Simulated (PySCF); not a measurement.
A structure optimised at PBE0-D3(BJ)/def2-SVP (Å):
```
atom  x, y, z in Å
B1    -2.182   -1.475   -0.200
O2    -0.982   -0.558    0.439
C3     0.373   -1.011    0.219
C4     1.212    0.254    0.196
C5     2.531    0.102   -0.538
C6     0.232    1.243   -0.436
C7    -1.088    0.861    0.222
C8    -1.294    1.526    1.514
N9    -1.428    2.084    2.517
H10   -2.070   -1.281   -1.407
H11   -3.190   -1.009    0.301
H12   -1.896   -2.602    0.162
H13    0.618   -1.716    1.024
H14    0.391   -1.537   -0.749
H15    1.405    0.572    1.235
H16    3.092    1.048   -0.535
H17    3.166   -0.661   -0.064
H18    2.370   -0.195   -1.586
H19    0.496    2.297   -0.274
H20    0.154    1.062   -1.519
H21   -1.968    1.027   -0.416
```

Charge 0, singlet.

Task: Which heavy atoms are bonded, and with what formal order?

Result: B1–O2 1.64 Å (single); O2–C3 1.45 Å (single); C3–C4 1.52 Å (single); C4–C5 1.52 Å (single); C4–C6 1.53 Å (single); C6–C7 1.52 Å (single); C7–C8 1.47 Å (single); C8–N9 1.16 Å (triple); O2–C7 1.44 Å (single). Bonds to hydrogen (Å): B1–H10 1.23; B1–H11 1.22; B1–H12 1.22; C3–H13 1.10; C3–H14 1.10; C4–H15 1.10; C5–H16 1.10; C5–H17 1.10; C5–H18 1.10; C6–H19 1.10; C6–H20 1.10; C7–H21 1.10.

Task: Which species is it?

Result: `[BH3-][O+]1C[C@@H](C)C[C@@H]1C#N`, C6H12BNO.

Task: Name the point group.

Result: C1 (no symmetry element, even within 0.4 Å).

Task: Which rings does it hold (smallest set)?

Result: O2–C3–C4–C6–C7 (5 members, 0.18 Å rms from planarity).

Task: Classify the heavy atoms.

Result: B1: four-coordinate boron; O2: oxygen bonded to B and 2 C; C3: sp3 carbon bound to oxygen; C4: sp3 CH carbon; C5: methyl carbon; C6: ring CH2 carbon; C7: sp3 carbon bound to oxygen; C8: nitrile carbon; N9: nitrile nitrogen.

Task: What is the arrangement about C7?

Result: It has 4 neighbours (C6, C8, O2, H21) and is distorted tetrahedral (angles from 104.4° to 113.9°).

Task: What is the arrangement about C3?

Result: It has 4 neighbours (O2, C4, H13, H14) and is distorted tetrahedral (angles from 105.0° to 115.0°).

The numbers are calculated, not measured.
